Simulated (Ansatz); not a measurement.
Geometry optimisation, Ansatz 0.2.0, RKS PBE/def2-SVP.

The input (input.yaml):

```yaml
crystal:
  periodic: [false, false, false]
  atoms:
    - { symbol: Hf, position_ang: [-0.149276, 0.564655, 0.500832] }
    - { symbol: O, position_ang: [1.818641, -0.014854, -0.506493] }
    - { symbol: "N", position_ang: [-0.839982, -1.090432, -0.327795] }
    - { symbol: H, position_ang: [0.010025, -1.370362, -0.841921] }
    - { symbol: Cl, position_ang: [-1.217096, 2.493809, -0.353561] }
    - { symbol: Cl, position_ang: [-0.377636, 0.464275, 2.856789] }
    - { symbol: H, position_ang: [2.373576, 0.694833, -0.890886] }
    - { symbol: H, position_ang: [-1.618451, -1.742025, -0.437066] }
basis:
  gaussian: { orbitals: def2-SVP }
hamiltonian:
  xc: pbe
relax:
  f_tol: 0.03
  max_steps: 50
```

Command:

```bash
$ ansatz run input.yaml --threads 2 --pin off --max-ram 3072MiB --backend cpu --events-out ev --progress --plain --runs-dir out
```

Where does it end, and by what steps?

The forces met the threshold. After 8 steps the energy has fallen by 1.186 eV; H4 moved furthest, 0.65 Å. Parted: Hf1–H4.

```csv
step,energy less start (eV),largest force component (eV/Å),accepted
0,0.0000,3.240,yes
1,-0.7875,1.211,yes
2,-1.0032,0.614,yes
3,-1.0831,0.755,yes
4,-1.1440,0.835,yes
5,-1.1642,0.388,yes
6,-1.1806,0.339,yes
7,-1.1843,0.061,yes
8,-1.1856,0.006,yes
```

```xyz
8
Properties=species:S:1:pos:R:3
Hf -0.026 0.508 0.328
O 1.768 0.542 -0.336
N -0.823 -1.192 -0.419
H -0.355 -1.874 -1.027
Cl -1.328 2.348 -0.438
Cl -0.132 0.412 2.704
H 2.679 0.770 -0.564
H -1.783 -1.515 -0.247
```

Run time: 39 s on 2 threads of Intel(R) Xeon(R) Processor @ 2.70GHz, on a shared host, peak memory 0.24 GiB.
